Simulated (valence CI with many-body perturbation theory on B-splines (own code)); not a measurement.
**Ta41+: fill in the table**

Method: configuration interaction combined with many-body perturbation theory (CI+MBPT): four valence electrons over a frozen Dirac-Fock core [Ar] 3d10, a basis of 11 s, 11 p, 9 d, 7 f, 5 g, 2 h, 1 i functions for each j, with the one-electron correlation potential Σ1, the two-electron term Σ2, the three-electron term Σ3, Breit, model QED; selected CI, second order for the rest (own B-spline code, finite nucleus).

No measured spectrum was set against this ion. As an estimate, large intervals hold to a few tenths of a per cent, small ones and those within an open d or f shell to about a per cent.

| Level | E (cm⁻¹) |
| --- | --- |
| (4s^2 4p1/2^2) J=0 | 0 |
| (4s^2 4p1/2 4p3/2) J=1 | 684370 |
| (4s^2 4p1/2 4p3/2) J=2 | 718230 |
| (4s^2 4p3/2^2) J=2 | 1428200 |
| (4s 4p1/2^2 4p3/2) J=2 | 1438900 |
| (4s^2 4p3/2^2) J=0 | ? |
| (4s 4p1/2^2 4p3/2) J=1 | ? |
| (4s^2 4p1/2 4d3/2) J=2 | 1890800 |
| (4s^2 4p1/2 4d3/2) J=1 | 2033600 |
| (4s 4p1/2 4p3/2^2) J=2 [a] | 2045400 |
| (4s^2 4p1/2 4d5/2) J=3 | 2088400 |
| (4s^2 4p1/2 4d5/2) J=2 | 2175200 |
| (4s 4p1/2 4p3/2^2) J=3 | 2201900 |
| (4s 4p1/2 4p3/2^2) J=0 | ? |
| (4s 4p1/2 4p3/2^2) J=1 [a] | 2272500 |
| (4s 4p1/2 4p3/2^2) J=2 [b] | ? |
| (4s 4p1/2 4p3/2^2) J=1 [b] | 2306600 |
| (4s 4p1/2^2 4d3/2) J=1 | 2655600 |
| (4s 4p1/2^2 4d3/2) J=2 | ? |
| (4s^2 4p3/2 4d3/2) J=2 | ? |

Levels are named by their leading jj configuration (3d3/2^4 stands for four electrons in 3d with j = 3/2), which in mixed levels can hold well under half, so a name can repeat and another be missing. Letters in brackets count levels of one name in rising energy.

The levels stand in rising order. What does the calculation give for the missing energies?

(4s^2 4p3/2^2) J=0 1501600; (4s 4p1/2^2 4p3/2) J=1 1554900; (4s 4p1/2 4p3/2^2) J=0 2218200; (4s 4p1/2 4p3/2^2) J=2 [b] 2294800; (4s 4p1/2^2 4d3/2) J=2 2680700; (4s^2 4p3/2 4d3/2) J=2 2701800.
